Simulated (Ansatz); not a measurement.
`[CH3][Ta]([F])(=[S])[Cl]` + NH₃ → `[CH3][Ta]([NH2])(=[S])[Cl]` + H–F at 298.15 K and 1 bar (ligand exchange at a Ta–F bond).

Calculated with Ansatz (gas phase, PBE0-D4/def2-TZVP geometries, no zero-point term in ΔE). CBS: MP2 limit from def2 TZ/QZ plus the TZ coupled-cluster correction, frozen cores. This one scheme is used for every species. Elements past krypton have def2 core potentials. For Ta outer-core shells are correlated without core-valence functions, which leaves a few kJ/mol of doubt a bond. One conformer a species, not always the lowest.

```json
{"species": "`[CH3][Ta]([F])(=[S])[Cl]`", "CCSD(T)/CBS energy (Eh)": "-1054.28407", "H − E (kJ/mol)": "128.0", "S (J/(mol·K))": "381.0"}
{"species": "NH₃", "CCSD(T)/CBS energy (Eh)": "-56.50880", "H − E (kJ/mol)": "100.5", "S (J/(mol·K))": "192.4"}
{"species": "`[CH3][Ta]([NH2])(=[S])[Cl]`", "CCSD(T)/CBS energy (Eh)": "-1010.37366", "H − E (kJ/mol)": "191.0", "S (J/(mol·K))": "391.4"}
{"species": "H–F", "CCSD(T)/CBS energy (Eh)": "-100.39570", "H − E (kJ/mol)": "33.5", "S (J/(mol·K))": "173.6"}
```

H − E and S are ideal-gas, rigid-rotor, harmonic terms from PBE0-D4/def2-TZVP, for one conformer and one mirror image of each species. 1 Eh = 2625.50 kJ/mol, R = 8.31446 J/(mol·K).

Question: By hand: ΔE, ΔH, ΔS and ΔG.

Answer: ΔE = (-1010.37366) + (-100.39570) − (-1054.28407) − (-56.50880) = 0.02351 Eh = 61.7 kJ/mol. Δ(H − E) = 191.0 + 33.5 − 128.0 − 100.5 = -4.0, so ΔH = 57.7 kJ/mol. ΔS = 391.4 + 173.6 − 381.0 − 192.4 = -8.4 J/(mol·K). ΔG = 57.7 − 298.15 × (-8.4)/1000 = 60.2 kJ/mol.

Question: By hand: the equilibrium constant, and the temperature at which ΔG would vanish if ΔH and ΔS stayed fixed.

Answer: log₁₀ K = −ΔG/(RT ln 10) = -10.5. ΔH and −TΔS have one sign here, so there is no such temperature.

The number of gas molecules stays the same, so ΔS is small and ΔH decides. A doubt of 5 kJ/mol in ΔE shifts log₁₀ K by 0.9 here. Other conformers and mirror images would add mixing entropy, several J/(mol·K) or more a flexible species. These are equilibria of isolated gas molecules and say nothing of rates. Largest T1 diagnostic: 0.020 (customary marks: 0.02 for closed shells, 0.045 for open ones).

ΔS is within the doubt of such terms, so its sign, and with it that verdict, could turn.
